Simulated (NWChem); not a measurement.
System: CH$_{2}$ClFO$_{2}$Si; SMILES O=CO[Si@@H](F)Cl

Excerpt of the output:

```
             Northwest Computational Chemistry Package (NWChem) 7.3.0
             --------------------------------------------------------

                             Geometry "geometry" -> ""
                             -------------------------

 Output coordinates in angstroms (scale by  1.889725989 to convert to a.u.)

  No.       Tag          Charge          X              Y              Z
 ---- ---------------- ---------- -------------- -------------- --------------
    1 O                    8.0000     0.79579100    -2.21229700    -0.39332600
    2 C                    6.0000    -0.06717400    -2.06289200     0.42027900
    3 O                    8.0000    -0.74914800    -0.92342400     0.59173000
    4 Si                  14.0000    -0.45806200     0.42417000    -0.38437000
    5 F                    9.0000    -1.63955200     1.42912400     0.02998700
    6 Cl                  17.0000     1.31681600     1.27834900     0.11317800
    7 H                    1.0000    -0.41406700    -2.84041600     1.13092400
    8 H                    1.0000    -0.55823400     0.11537300    -1.81804800

 Effective nuclear repulsion energy (a.u.)     374.0913156945

                              NWChem Property Module
                              ----------------------

  itol2e modified to match energy
  convergence criterion.

                                 NWChem DFT Module
                                 -----------------

 Summary of "ao basis" -> "ao basis" (spherical)
 ------------------------------------------------------------------------------
       Tag                 Description            Shells   Functions and Types
 ---------------- ------------------------------  ------  ---------------------
 O                          pcsseg-1                 7       17   3s3p1d
 C                          pcsseg-1                 7       17   3s3p1d
 Si                         pcsseg-1                10       24   4s5p1d
 F                          pcsseg-1                 7       17   3s3p1d
 Cl                         pcsseg-1                10       24   4s5p1d
 H                          pcsseg-1                 3        5   2s1p

  itol2e modified to match energy
  convergence criterion.

[...]

          -----------------------------------------
          Chemical Shielding Tensors (GIAO, in ppm)
          -----------------------------------------

                                NWChem CPHF Module
                                ------------------

  scftype          =     RHF
  nclosed          =       32
  nopen            =        0
  variables        =     3008
  # of vectors     =        3
  tolerance        = 0.10D-03
  level shift      = 0.00D+00
  max iterations   =       50
  max subspace     =       30

 SCF residual:    1.0868041345579610E-004

Iterative solution of linear equations
  No. of variables     3008
  No. of equations        3
  Maximum subspace       30
        Iterations       50
       Convergence  1.0D-04

   iter   nsub   residual    time
   ----  ------  --------  ---------
     1      3    9.83D-01      53.7
     2      6    2.04D-01      61.8
     3      9    2.08D-02      69.9
     4     12    1.87D-03      77.9
     5     15    2.03D-04      86.0
     6     18    1.75D-05      94.0

      Atom:    1  O
        Diamagnetic
    403.9004     -3.5298    -11.1763
     -3.5298    394.0358      3.9223
    -11.1763      3.9223    400.6068

        Paramagnetic
   -515.9283    179.7162    291.3137
    179.7162   -691.8261     74.1176
    291.3137     74.1176   -457.3582

        Total Shielding Tensor
   -112.0279    176.1864    280.1374
    176.1864   -297.7903     78.0398
    280.1374     78.0398    -56.7514

           isotropic =    -155.5232
          anisotropy =    -419.3704

          Principal Components and Axis System
                 1           2           3
             -435.1035   -285.7863    254.3202

      1         0.6675      0.3311      0.6670
      2        -0.6520      0.6925      0.3087
      3        -0.3597     -0.6409      0.6781

      Atom:    2  C
        Diamagnetic
    249.4917    -10.9749    -12.2584
    -10.9749    257.3080      0.8226
    -12.2584      0.8226    243.6959

        Paramagnetic
   -181.4062     39.9189      8.2305
     39.9189   -335.1275     41.9866
      8.2305     41.9866   -183.0449

        Total Shielding Tensor
     68.0855     28.9441     -4.0278
     28.9441    -77.8195     42.8092
     -4.0278     42.8092     60.6510

           isotropic =      16.9724
          anisotropy =    -168.1401

          Principal Components and Axis System
                 1           2           3
              -95.1211     76.9998     69.0383

      1        -0.1747      0.7139     -0.6781
      2         0.9483      0.3074      0.0794
      3        -0.2651      0.6291      0.7307

      Atom:    3  O
        Diamagnetic
    390.2510     -5.6122     -3.3170
     -5.6122    415.9405     -8.9417
     -3.3170     -8.9417    389.4520

        Paramagnetic
   -298.8511    -28.2455     83.7120
    -28.2455   -237.7396     26.0397
     83.7120     26.0397   -348.5909

        Total Shielding Tensor
     91.3999    -33.8577     80.3950
    -33.8577    178.2009     17.0981
     80.3950     17.0981     40.8611

           isotropic =     103.4873
          anisotropy =     131.1923

          Principal Components and Axis System
                 1           2           3
              190.9488    143.3630    -23.8499

      1        -0.3982      0.6968     -0.5966
      2         0.9107      0.3780     -0.1664
      3        -0.1096      0.6096      0.7851

      Atom:    4  Si
        Diamagnetic
    880.6206      0.0131     -0.0480
      0.0131    880.8412     -1.6916
     -0.0480     -1.6916    871.2693

[...]
```

Level: BHandHLYP/pcSseg-1, GIAO. Coordinates come from a PBE0/def2-SVP optimisation. The printed shielding anisotropy is the first printed principal value minus the mean of the other two.

Task: Write an input that gives this output.

Result: Several could match; the one computed here: the input that was run:
```
start job
memory heap 200 mb stack 900 mb global 1100 mb
geometry units angstroms noautosym nocenter noautoz
  O      0.795791    -2.212297    -0.393326
  C     -0.067174    -2.062892     0.420279
  O     -0.749148    -0.923424     0.591730
  Si    -0.458062     0.424170    -0.384370
  F     -1.639552     1.429124     0.029987
  Cl     1.316816     1.278349     0.113178
  H     -0.414067    -2.840416     1.130924
  H     -0.558234     0.115373    -1.818048
end
basis spherical
  * library pcsseg-1
end
dft
  xc bhlyp
  iterations 150
end
property
  shielding
end
task dft property
```
